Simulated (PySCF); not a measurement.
## Electron correlation in Ge⁺ (germanium, charge +1)

[Ar] 3d10 4s2 4p1, 2P determinant. Computed with PySCF 2.14 in jorge-DZP-DKH (8s6p2d1f, 43 functions), with scalar relativity by spin-free X2C-1e. Frozen: [Ar] 3d10; 3 electrons correlated.

MP2 pair energies summed by pair of shells (mhartree):

| pair | energy | share (%) |
| --- | --- | --- |
| 4s-4s | -17.71 | 74.5 |
| 4s-4p | -6.08 | 25.5 |

Total MP2 correlation energy: -23.78 mhartree.

Same-spin part -1.05 and opposite-spin part -22.73 mhartree; SCS-MP2 scales them by 1/3 and 6/5 to -27.63 mhartree.

```
  level  correlation energy (mhartree)
   CCSD                         -34.41
    (T)                          -0.15
CCSD(T)                         -34.56
```

Diagnostics: T1 = 0.0048, D1 = 0.0092, largest double amplitude 0.101.

**Question.** Is a single reference adequate?

**Answer.** Mostly. T1 lies below 0.03, but a double amplitude of this size points to a near-degeneracy that CCSD handles and MP2 describes poorly.
